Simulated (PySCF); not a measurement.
# Bromine: a sound run and one with changed settings

Sound run: Br⁺ [Ar] 3d10 4s2 4p4, Br²⁺ [Ar] 3d10 4s2 4p3. Computed with PySCF 2.14 in def2-TZVP (6s5p4d1f, 48 functions), with no relativity, point nucleus. The sound run starts from symmetry-adapted Hartree-Fock orbitals and uses a fine grid where one is needed.

A second run was set up differently.

```json
{"species": "Br⁺", "method": "UHF", "sound run (hartree)": "-2572.00262", "changed run (hartree)": "-2571.95433", "converged": "no"}
{"species": "Br⁺", "method": "MN15", "sound run (hartree)": "-2574.01233", "changed run (hartree)": "-2573.84720", "converged": "no"}
{"species": "Br⁺", "method": "r2SCAN", "sound run (hartree)": "-2573.65539", "changed run (hartree)": "-2573.50953", "converged": "no"}
{"species": "Br²⁺", "method": "UHF", "sound run (hartree)": "-2571.25806", "changed run (hartree)": "-2571.24552", "converged": "no"}
{"species": "Br²⁺", "method": "MN15", "sound run (hartree)": "-2573.22924", "changed run (hartree)": "-2573.16160", "converged": "no"}
{"species": "Br²⁺", "method": "r2SCAN", "sound run (hartree)": "-2572.86637", "changed run (hartree)": "-2572.80722", "converged": "no"}
```

**Question.** What was changed?
A. basis contracted for another Hamiltonian
B. angular grid far too coarse
C. too few SCF iterations
D. a valence shell is frozen

**Answer.** C. It used initial guess 1e, at most 3 SCF cycles. The SCF was stopped early; the energies are upper bounds that still move, and correlated levels were skipped or rest on poor orbitals.
